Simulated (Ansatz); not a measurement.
`CNC1=CB1`. Total charge 0; spin multiplicity 1.

Z-matrix (Å, degrees):
```
C
N 1 1.441
H 1 1.095 2 111.8
H 1 1.094 2 111.4 3 121.6
H 1 1.089 2 108.2 3 -119.3
C 2 1.327 1 123.5 3 115.0
H 2 1.007 1 117.7 3 -63.0
B 6 1.483 2 156.9 1 1.6
C 6 1.365 2 142.0 1 -179.0
H 8 1.184 6 151.6 2 -0.5
H 9 1.081 6 139.3 2 0.3
```

List the harmonic frequencies (cm⁻¹, unscaled) at PBE0-D4/def2-TZVP in Ansatz. (Estimate.)

Ansatz gave: 48, 180, 225, 438, 534, 545, 737, 776, 874, 876, 968, 1093, 1146, 1175, 1241, 1341, 1443, 1482, 1489, 1518, 1747, 2736, 3034, 3089, 3157, 3238, 3617.

Is this a minimum?

Yes, all 27 modes are real.

Give the ideal-gas thermochemistry at 298.15 K and 1 bar (rigid rotor, harmonic oscillator; point group Cs, symmetry number 1).

Zero-point energy 231.8 kJ/mol; H(298) − E = 249.8 kJ/mol; entropy 317.5 J/(mol·K), of which translation 161.3, rotation 104.8, vibration 51.4; G(298) − E = 155.1 kJ/mol. Modes under 100 cm⁻¹ are hindered rotations or soft bends, so the harmonic entropy is rough.

And at 400, 500, 600, 800 and 1000 K?


```csv
T (K),H − E (kJ/mol),S (J/mol/K),G − E (kJ/mol)
400,260.1,347.3,121.2
500,272.4,374.6,85.1
600,286.5,400.2,46.3
800,318.7,446.4,-38.4
1000,355.2,487.0,-131.9
```
